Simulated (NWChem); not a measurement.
Molecule: Ge2H6O; SMILES [OH][GeH2][GeH3]

```xyz
9

O      1.1094     1.9770     0.2099
Ge    -0.3992     1.0094    -0.0526
Ge     0.0635    -1.4042     0.0315
H      1.4752     1.8041     1.0912
H     -0.8655     1.4618    -1.4543
H     -1.4680     1.4046     1.0091
H      0.6893    -1.7902     1.3941
H      1.0502    -1.8203    -1.0827
H     -1.2435    -2.2159    -0.1409
```
Atoms are numbered in this order, from 1.

Program: NWChem. Coordinates come from a B3LYP/6-31G* (spherical d) optimisation. GIAO values for the isolated, static molecule; σ is the absolute isotropic shielding, δ = σ(reference) − σ with the isolated reference molecule computed at the same levels (1H: tetramethylsilane, 17O: water).

Question: What does the run give for BHandHLYP/pcSseg-1? Quantities: δ O1 (ppm); σ Ge2 (ppm); σ Ge3 (ppm); δ H4 (ppm); δ H5 (ppm); δ H6 (ppm); δ H7 (rotor mean) (ppm).

Answer: 
```
Quantity                  Value
-----------------------  ------
δ O1 (ppm)                -11.0
σ Ge2 (ppm)              1417.4
σ Ge3 (ppm)              1685.1
δ H4 (ppm)                -0.28
δ H5 (ppm)                 5.34
δ H6 (ppm)                 5.57
δ H7 (rotor mean) (ppm)    3.78
```
